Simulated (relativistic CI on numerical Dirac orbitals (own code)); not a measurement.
## Calculated levels, Eu30+

These numbers are calculated, not measured: Dirac-Coulomb-Breit CI, separate exchange-only KLI orbitals for each configuration, model QED, unscaled Slater integrals (own radial code, finite nucleus).

Configurations in the expansion (outside the closed core [Ar] 3d10): 4s²4p³, 4s4p⁴, 4s²4p²4d, 4p⁵, 4s4p³4d, 4s²4p²4f, 4s4p³4f, 4p⁴4d, 4s4p²4d², 4s²4p4d4f, 4p⁴4f, 4s²4p4d², 4s²4d³, 4s4p4d³, 4s²4d²4f, 4s4p4d²4f, 4p³4d², 4p²4d³, 4p²4d²4f. Double excitations out of closed p, d and f shells are left out; levels of such configurations are missing from the list, as are those of other unlisted configurations, and high levels can miss mixing partners.

The lowest level is 4s²4p³ ²P°3/2, with 43 % of that term; Hund's rules for 4s²4p³ give ⁴S° with J = 3/2, of which the calculation keeps J, while another term leads.

| No. | Configuration | Term | J | E (cm⁻¹) | % | jj configuration (%) |
| --- | --- | --- | --- | --- | --- | --- |
| 1 | 4s²4p³ | ²P° | 3/2 | 0 | 43 | 4p3/2 (98) |
| 2 | 4s²4p³ | ⁴S° | 3/2 | 279353 | 52 | 4p1/2 4p3/2^2 (98) |
| 3 | 4s²4p³ | ²D° | 5/2 | 314646 | 98 | 4p1/2 4p3/2^2 (98) |
| 4 | 4s²4p³ | ²P° | 1/2 | 360364 | 98 | 4p1/2 4p3/2^2 (98) |
| 5 | 4s²4p³ | ²P° | 3/2 | 644965 | 54 | 4p3/2^3 (97) |
| 6 | 4s4p⁴(3P) | ⁴P | 5/2 | 837904 | 72 | 4s 4p3/2^2 (89) |
| 7 | 4p²(1S)4d | ²D | 3/2 | 899398 | 22 | 4p1/2^2 4d3/2 (58) |
| 8 | 4s4p⁴(1S) | ²S | 1/2 | 944706 | 48 | 4s 4p3/2^2 (87) |
| 9 | 4p²(3P)4d | ⁴F | 3/2 | 984832 | 24 | 4s 4p3/2^2 (46) |
| 10 | 4p²(3P)4d | ⁴F | 5/2 | 1042100 | 27 | 4p1/2^2 4d5/2 (85) |
| 11 | 4s4p⁴(3P) | ⁴P | 3/2 | 1141571 | 53 | 4s 4p1/2 4p3/2^3 (76) |
| 12 | 4s4p⁴(1D) | ²D | 5/2 | 1180794 | 46 | 4s 4p1/2 4p3/2^3 (59) |
| 13 | 4p²(3P)4d | ²P | 3/2 | 1193531 | 33 | 4p1/2 4p3/2 4d3/2 (74) |
| 14 | 4p²(3P)4d | ⁴D | 1/2 | 1195278 | 56 | 4p1/2 4p3/2 4d3/2 (79) |
| 15 | 4p²(1D)4d | ²F | 5/2 | 1214683 | 51 | 4p1/2 4p3/2 4d3/2 (67) |
| 16 | 4p²(1D)4d | ²G | 7/2 | 1237912 | 37 | 4p1/2 4p3/2 4d3/2 (89) |
| 17 | 4p²(3P)4d | ⁴D | 7/2 | 1271190 | 48 | 4p1/2 4p3/2 4d5/2 (98) |
| 18 | 4s4p⁴(3P) | ²P | 1/2 | 1273857 | 30 | 4s 4p1/2 4p3/2^3 (48) |
| 19 | 4s4p⁴(3P) | ²P | 3/2 | 1300540 | 28 | 4s 4p1/2 4p3/2^3 (47) |
| 20 | 4p²(1D)4d | ²G | 9/2 | 1308949 | 53 | 4p1/2 4p3/2 4d5/2 (97) |
| 21 | 4p²(3P)4d | ⁴P | 5/2 | 1324260 | 35 | 4p1/2 4p3/2 4d5/2 (52) |
| 22 | 4p²(3P)4d | ²P | 3/2 | 1335184 | 28 | 4p1/2 4p3/2 4d3/2 (50) |
| 23 | 4p²(3P)4d | ⁴P | 1/2 | 1365959 | 36 | 4p1/2 4p3/2 4d3/2 (78) |
| 24 | 4p²(3P)4d | ⁴D | 5/2 | 1367505 | 38 | 4p1/2 4p3/2 4d5/2 (39) |
| 25 | 4p²(1D)4d | ²P | 3/2 | 1384749 | 44 | 4p1/2 4p3/2 4d5/2 (47) |
| 26 | 4p²(1D)4d | ²G | 7/2 | 1388249 | 40 | 4p1/2 4p3/2 4d5/2 (77) |
| 27 | 4p²(3P)4d | ²D | 5/2 | 1424825 | 52 | 4p1/2 4p3/2 4d5/2 (73) |
| 28 | 4p²(3P)4d | ²D | 3/2 | 1425354 | 69 | 4p1/2 4p3/2 4d5/2 (72) |
| 29 | 4p²(3P)4d | ²P | 1/2 | 1457253 | 70 | 4p1/2 4p3/2 4d5/2 (71) |
| 30 | 4s4p⁴(3P) | ²P | 1/2 | 1543912 | 29 | 4s 4p3/2^4 (50) |

Energies count from the lowest computed level; ° marks odd parity. Percentages are summed over parent terms; the parents shown are those of the largest component, closed shells are left out there. Filled j subshells are mostly left out of the jj labels.

The mean weight of the leading LS term, summed over parents, in these 30 levels is 47 %, and that of the leading jj configuration (from the same eigenvectors) 73 %, so jj coupling describes them better and the LS labels are nominal.

At this charge energies of transitions that change n are usually good to better than 1 %, and those within a shell (Δn = 0) to a few per cent.

LS names give the leading component of a level, which can be under half, so a name can repeat, a term be missing and a line seem to break the LS rules.
